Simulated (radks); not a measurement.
Results of a calculation; reference values are marked as such.
Question: B2+, configuration 1s1 2s1 3d1 (not the ground configuration). Code: a radial shooting solver on a logarithmic mesh with Libxc functionals. Model: non-relativistic Kohn-Sham, PBEsol, spin-polarised, spherical densities, point nucleus; open shells are filled with parallel spins first. Some entries of the table are withheld. Estimate them.

orbital  occ.  eigenvalue (eV)  r(max) (bohr)  <r> (bohr)
1s up       1        -273.0778         0.2004      0.3042
2s up       1         -45.0796            (1)         (2)
2p up       0         -40.1862         0.9765       1.235
3s up       0         -14.6199            (3)       3.530
3d up       1         -11.7780          2.641       3.128

Answer: 
(1) 2s up r(max) (bohr): 1.171
(2) 2s up <r> (bohr): 1.383
(3) 3s up r(max) (bohr): 3.296
